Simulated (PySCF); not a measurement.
Be(Br)(OH) (BeBrHO), SMILES [OH][Be][Br].

Coordinates come from a PBE0-D3(BJ)/def2-TZVP optimisation. Other conformers were not sampled.

Method: PBE0/def2-TZVPD (PySCF).

Symmetry labels are those of the subgroup Cs that the program uses (full group Cs).

Question: List the valence orbital energies around the gap with their symmetry. (The exact figures need the calculation; the answer reports its results.)

Answer: 
| orbital | symmetry | energy (eV) |
|---|---|---|
| HOMO−7 | A' | -27.80 |
| HOMO−6 | A' | -21.38 |
| HOMO−5 | A' | -14.84 |
| HOMO−4 | A' | -10.53 |
| HOMO−3 | A' | -10.29 |
| HOMO−2 | A" | -9.89 |
| HOMO−1 | A' | -8.71 |
| HOMO | A" | -8.65 |
| LUMO | A' | -0.66 |
| LUMO+1 | A' | 0.33 |
| LUMO+2 | A" | 0.51 |
| LUMO+3 | A' | 0.52 |
